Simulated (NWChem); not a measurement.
System: BSiH$_{4}$OF; SMILES FBO[SiH3]

```xyz
8

B     -0.2509     1.1866     0.7224
F      1.0172     1.5068     0.4726
H     -0.9161     1.9249     1.4039
O     -0.7656     0.0554     0.2156
Si    -0.1165    -1.1638    -0.7524
H     -1.2071    -2.1500    -0.9694
H      1.0303    -1.8083    -0.0525
H      0.3291    -0.5922    -2.0544
```
Atoms are numbered in this order, from 1.

Level: PBE0/def2-SVP (NWChem), optimised geometry, unscaled harmonic frequencies. 

```
frequency (cm⁻¹)  IR intensity (km/mol)
----------------  ---------------------
56                                  0.0
100                                 1.8
194                                 2.3
563                                26.3
720                                52.0
737                                41.8
744                                45.7
919                                52.7
947                                62.6
951                                85.1
970                               326.8
1107                               11.0
1212                              165.7
1452                              609.9
2256                               61.7
2262                              121.1
2281                              103.5
2677                              166.0
```

```json
{
 "zero_point_energy": "28.8 kcal/mol",
 "thermal correction to the enthalpy at 298.15 K (with zero-point energy)": "32.9 kcal/mol",
 "heat capacity Cv": "17.5 cal/(mol K)",
 "entropy at 298.15 K and 1 atm (symmetry number 1)": "76.2 cal/(mol K)",
 "dipole_moment": "1.16 D"
}
```

Rigid rotor and harmonic oscillator; modes under 100 cm⁻¹ make the entropy uncertain.
